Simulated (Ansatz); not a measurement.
Consider the substitution at a C–In bond: `C=[CH][InH][Cl]` + `N[SiH2][AlH2]` → `C=CN[SiH2][AlH2]` + `[Cl][InH2]`.

Gas-phase electronic energies from Ansatz, PBE0-D4/def2-TZVP geometries. CCSD(T)/CBS is the MP2 limit (def2-TZVPP, def2-QZVPP) plus CCSD(T) − MP2 in def2-TZVPP, frozen cores. DFT in def2-TZVPP. B3LYP here is the variant with VWN-RPA as its local correlation; programs differ in this. Elements past krypton have def2 core potentials. For In outer-core shells are correlated without core-valence functions, which leaves a few kJ/mol of doubt a bond. One conformer a species, not always the lowest.

CCSD(T)/CBS gives -20.5 kJ/mol.

Question: Another level gave -25.2 kJ/mol. Which?
A. HF/def2-TZVPP
B. PBE0/def2-TZVPP
C. B3LYP/def2-TZVPP
D. SCS-MP2/def2-TZVPP

Answer: C. B3LYP -25.2, HF/def2-TZVPP -5.5, SCS-MP2/def2-TZVPP -17.6, PBE0 -45.6 kJ/mol.

Largest T1 diagnostic among the species: 0.016.

In def2-TZVPP, CCSD(T) changes the Hartree–Fock value by −20.1 kJ/mol (the triples alone add −6.2 kJ/mol) and MP2 by −19.1 kJ/mol. The D4 term adds −9.8 kJ/mol with B3LYP and −5.0 kJ/mol with PBE0; it sums over pairs of atoms, weighted by their polarisabilities, and B3LYP, whose exchange is more repulsive, gets the larger term.
